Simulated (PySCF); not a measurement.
## SbBr⁺: one state, many levels of theory

State: ²Π (doublet), unpaired electrons π ↑. Set-up: PySCF, scalar-relativistic core potentials, basis sets Sb cc-pVDZ-PP with ECP28, Br cc-pVDZ-PP with ECP10. De refers to Sb⁺ + Br in their high-spin ground configurations, without counterpoise correction. The functionals are run spin-unrestricted. A positive dipole points towards Br; it is taken about the centre of mass and depends on that origin.

```json
{"Level": "UHF", "Re (Å)": "2.395", "ωe (cm⁻¹)": "319", "De (eV)": "1.51", "μ (D)": "-3.72"}
{"Level": "UHF-MP2", "Re (Å)": "2.400", "ωe (cm⁻¹)": "318", "De (eV)": "2.75", "μ (D)": "n/a"}
{"Level": "UHF-SCS-MP2", "Re (Å)": "2.406", "ωe (cm⁻¹)": "314", "De (eV)": "2.61", "μ (D)": "n/a"}
{"Level": "UHF-CCSD", "Re (Å)": "2.412", "ωe (cm⁻¹)": "309", "De (eV)": "2.55", "μ (D)": "n/a"}
{"Level": "UHF-CCSD(T)", "Re (Å)": "2.421", "ωe (cm⁻¹)": "301", "De (eV)": "2.72", "μ (D)": "n/a"}
{"Level": "LDA", "Re (Å)": "2.396", "ωe (cm⁻¹)": "309", "De (eV)": "4.27", "μ (D)": "-2.26"}
{"Level": "PBE", "Re (Å)": "2.427", "ωe (cm⁻¹)": "295", "De (eV)": "3.59", "μ (D)": "-2.52"}
{"Level": "r²SCAN", "Re (Å)": "2.406", "ωe (cm⁻¹)": "307", "De (eV)": "3.40", "μ (D)": "-2.68"}
{"Level": "PBE0", "Re (Å)": "2.398", "ωe (cm⁻¹)": "313", "De (eV)": "3.23", "μ (D)": "-2.82"}
{"Level": "M06", "Re (Å)": "2.406", "ωe (cm⁻¹)": "311", "De (eV)": "3.43", "μ (D)": "-2.91"}
{"Level": "BHandHLYP", "Re (Å)": "2.395", "ωe (cm⁻¹)": "316", "De (eV)": "2.83", "μ (D)": "-3.13"}
{"Level": "ωB97X", "Re (Å)": "2.382", "ωe (cm⁻¹)": "326", "De (eV)": "3.21", "μ (D)": "-2.94"}
```

(1) Which functional lies closest to UHF-CCSD(T) in De, which farthest, and by how much do they differ from it?

(2) What does a quarter of exact exchange do here, going from PBE to PBE0?

(3) What does the step from GGA to meta-GGA do here, going from PBE to r²SCAN?

Correlated steps freeze 8 core orbitals. Correlated levels converge slowly with the basis: in double zeta they bind strong bonds too weakly, by up to about 1 eV, and carry superposition errors of some tenths. Spin–orbit coupling is left out, which matters for elements this heavy, above all for dissociation energies. For an ion De counts to the pair picked by the measured ionisation energies or electron affinities, which need not be the lowest pair at this level. Counting both spins, an empty level lies below a filled one in some of these solutions, because spin and occupation are held. The state was picked by a PBE0 search and need not be the measured ground state.

The whole job (state search and all levels along the bond) took about 2.8 min on 1 thread of Intel Xeon Platinum 8259CL @ 2.50GHz (shared host), peak memory 0.49 GiB.

## Answers

(1) Closest is BHandHLYP (-2.6 pm in Re, +5.0 % in ωe, +0.11 eV in De against UHF-CCSD(T) in the same basis), farthest LDA (-2.5 pm in Re, +2.7 % in ωe, +1.55 eV in De). CCSD(T) converges more slowly with the basis than the functionals do and binds too weakly in this one, so the order can change at the basis-set limit.

(2) PBE0 less PBE: -2.9 pm in Re, +6.1 % in ωe, -0.36 eV in De. Exact exchange removes part of the self-interaction that spreads semilocal densities, and in most molecules shortens and stiffens the bond and lowers De; so it does here.

(3) r²SCAN less PBE: -2.1 pm in Re, +4.1 % in ωe, -0.19 eV in De.
